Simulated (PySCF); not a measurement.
PySCF 2.14 output of an unrestricted r2SCAN calculation on a single atom or ion in aug-cc-pVTZ-PP with one added diffuse shell each of d, f type with ECP28MDF (6s5p5d3f, 67 functions), with scalar relativity through the core potential:

```
SCF conv_tol = 1e-09
number electrons alpha = 13  beta = 9
    J. W. Furness, A. D. Kaplan, J. Ning, J. P. Perdew, and J. Sun.,  J. Phys. Chem. Lett. 11, 8208-8215 (2020)
    J. W. Furness, A. D. Kaplan, J. Ning, J. P. Perdew, and J. Sun.,  J. Phys. Chem. Lett. 11, 9248-9248 (2020)
    J. W. Furness, A. D. Kaplan, J. Ning, J. P. Perdew, and J. Sun.,  J. Phys. Chem. Lett. 11, 8208-8215 (2020)
    J. W. Furness, A. D. Kaplan, J. Ning, J. P. Perdew, and J. Sun.,  J. Phys. Chem. Lett. 11, 9248-9248 (2020)
cycle= 1 E= -266.808455133851  delta_E= -0.0034  |g|= 0.0138  |ddm|= 0.38
cycle= 2 E= -266.80848090914  delta_E= -2.58e-05  |g|= 0.00704  |ddm|= 0.0343
cycle= 3 E= -266.808491911379  delta_E= -1.1e-05  |g|= 0.000367  |ddm|= 0.00935
cycle= 4 E= -266.80849194325  delta_E= -3.19e-08  |g|= 1.29e-05  |ddm|= 0.000903
cycle= 5 E= -266.808491943299  delta_E= -4.9e-11  |g|= 3.48e-07  |ddm|= 2.71e-05
converged SCF energy = -266.808491943299  <S^2> = 6.0026308  2S+1 = 5.0010522
```

The run itself started from symmetry-adapted Hartree-Fock orbitals and held the occupation by maximum overlap, on a logarithmic radial grid, so the iterations belong to that start.

Q: Which element, charge and spin multiplicity is this?

A: Te²⁺ (tellurium, charge +2), multiplicity 5; the state was [Kr] 4d10 5s1 5p3, high-spin 5S determinant (an excited configuration).

Energies and moments cover only the electrons outside the core potential.
